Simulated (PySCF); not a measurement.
Gas-phase reaction: 2 GaF + 6 HF = Ga2H6 + 4 F2

Method: PySCF energies plus ideal-gas RRHO corrections (1 bar). † marks an energy on the PBE0/def2-TZVP geometry and frequencies; other levels use their own. MP2 freezes the core. All species are closed-shell singlets. Ga: all electrons, no relativistic terms. Ga2H6: computed as isolated molecules; such fragments, hydroxides, amides, oligomers or adducts are transient or little studied in the gas. MP2 isn't extrapolated to the basis-set limit; its ΔH°(298 K) is 2233.2 kJ in def2-SVP and 2346.1 kJ in def2-TZVPP. The harmonic model lacks anharmonicity and excited electronic states, which grow with temperature; levels with a mode under 35 cm⁻¹ are left out.

```json
[
 {"level": "HF/def2-TZVP†", "ΔE electronic, kJ": "2447", "ΔH°(298 K), kJ": "2411", "ΔS°(298 K), J/K": "-393", "ΔG°(2000 K), kJ": "3173"},
 {"level": "MP2/def2-SVP†", "ΔE electronic, kJ": "2269", "ΔH°(298 K), kJ": "2233", "ΔS°(298 K), J/K": "-393", "ΔG°(2000 K), kJ": "2995"},
 {"level": "MP2/def2-TZVPP†", "ΔE electronic, kJ": "2382", "ΔH°(298 K), kJ": "2346", "ΔS°(298 K), J/K": "-393", "ΔG°(2000 K), kJ": "3108"},
 {"level": "PBE0/def2-QZVP†", "ΔE electronic, kJ": "2270", "ΔH°(298 K), kJ": "2234", "ΔS°(298 K), J/K": "-393", "ΔG°(2000 K), kJ": "2996"},
 {"level": "PBE0/def2-TZVP", "ΔE electronic, kJ": "2213", "ΔH°(298 K), kJ": "2177", "ΔS°(298 K), J/K": "-393", "ΔG°(2000 K), kJ": "2939"},
 {"level": "ωB97X-V/def2-TZVP†", "ΔE electronic, kJ": "2179", "ΔH°(298 K), kJ": "2143", "ΔS°(298 K), J/K": "-393", "ΔG°(2000 K), kJ": "2905"}
]
```
ΔH° is lowest at ωB97X-V/def2-TZVP† and highest at HF/def2-TZVP†. No reference value is set beside these.
